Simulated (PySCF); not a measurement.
B(F)2(SeH) (BF2HSe), SMILES B(F)([SeH])F. Coordinates come from a PBE0-D3(BJ)/def2-SVP optimisation. One conformer was computed; it need not be the lowest.

TDDFT-B3LYP/def2-SVPD (PySCF 2.14.0) puts the lowest singlet excitations at 5.80, 6.50, 6.56, 7.50, 7.77, 8.00 eV.

What are the lowest excitation roots from ADC(2)/aug-cc-pVDZ (PySCF 2.14.0)? (Estimate from the structure and the level; the computed values follow.)

6.09, 6.82, 7.05, 8.00, 8.16, 8.22 eV. S1 differs by 0.29 eV (second minus first; roots are paired by order, and the bases may differ).
